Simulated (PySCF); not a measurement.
ZrFH₃, SMILES [F][ZrH3], multiplicity 1.

Geometry optimised at PBE0-D3(BJ)/def2-TZVP. The spin state was assumed, not searched. The structure was generated by enumeration; whether it is a known compound was not checked. The def2 effective core potentials stand for the cores of Zr; spin–orbit coupling is left out.

The numbers are results of r2SCAN/def2-TZVPD in PySCF, not measurements.

Gas-phase values at a fixed geometry.

```
Quantity                                                                                                       Result
---------------------------------------------------------------------------------------------  ----------------------
total energy                                                                                       -148.74048 hartree
point group                                                                                                       C3v
highest occupied level                                                                                       -7.58 eV
lowest empty level                                                                                           -3.06 eV
orbital gap                                                                                                   4.52 eV
dipole moment                                                                                                  0.52 D
quadrupole, principal values (traceless, Buckingham form, about the centre of nuclear charge)  -0.36, -0.36, 0.72 D·Å
mean static polarisability                                                                       50.1 bohr³ (7.43 Å³)
polarisability, principal values                                                               46.5, 52.0, 52.0 bohr³
```
